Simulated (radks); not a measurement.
Q: Excited configurations of Rh+: one electron is placed in a higher orbital outside [Kr] 4d7. The ground configuration is [Kr] 4d8. Method: scalar-relativistic Kohn-Sham, r2SCAN, spin-polarised, spherical densities, finite nucleus; open shells are filled with parallel spins first (spin-orbit coupling, left out, can overturn this in heavy ions); meta-GGA in the generalised Kohn-Sham scheme; Fermi nuclear charge, rms radius 4.4945 fm; computed with a radial shooting solver on a logarithmic mesh with Libxc functionals. Excitation = E - E(ground); binding = E(ion) - E, where the ion is the core of charge +2; n* = 2/sqrt(2 binding) in atomic units, and the quantum defect is n - n*.

| outer orbital | excitation (eV) | binding (eV) | n* | quantum defect | eigenvalue (eV) | <r> (bohr) |
|---|---|---|---|---|---|---|
| 4f | 14.795 | 3.444 | 3.975 | 0.025 | -2.443 | 8.741 |
| 5s | 1.973 | 16.266 | 1.829 | 3.171 | -13.069 | 2.788 |
| 6s | 11.574 | 6.665 | 2.858 | 3.142 | -5.346 | 6.371 |
| 6p | 13.072 | 5.167 | 3.245 | 2.755 | -4.104 | 7.751 |
| 7s | 14.561 | 3.678 | 3.847 | 3.153 | -2.982 | 11.38 |

Estimate the row for 6d.

A: excitation (eV) 14.961; binding (eV) 3.278; n* 4.075; quantum defect 1.925; eigenvalue (eV) -2.531; <r> (bohr) 11.32. The Delta-SCF ionisation energy is 18.239 eV (NIST Atomic Spectra Database: 18.080 eV, semi-empirical). Self-interaction in the functional shifts the binding energies and quantum defects, so they are the method's values and not measured ones. Open shells are spherical and high-spin; term and fine-structure splittings are not resolved.
